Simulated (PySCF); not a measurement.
## A thermochemical cycle for RbB

PBE in PySCF with def2-SVPD on every atom (core potentials on Rb), for the lowest determinant that a PBE0 search found; no spin–orbit coupling. RbB, a triplet (σ ↑, π ↑), has De = 1.06 eV to neutral atoms, and RbB⁺, a doublet (σ ↑), has De = 0.32 eV to Rb⁺ + B.

The adiabatic ionisation energy of RbB, between the minima, is 5.02 eV.

Which ionisation energy of the Rb atom does this level give?

IE(Rb) = IE(molecule) + De(ion) − De(neutral) = 5.02 + 0.32 − 1.06 = 4.28 eV; the measured value is 4.177 eV (NIST ASD).

Weak bonds: RbB⁺. Basis-set superposition, not corrected here, can be much of De in a small basis, most of all at correlated wavefunction levels. Spin–orbit coupling is left out. For an ion De counts to the pair picked by the measured ionisation energies or electron affinities, which need not be the lowest pair at this level. States were picked by a PBE0 search and need not be the measured ground states.
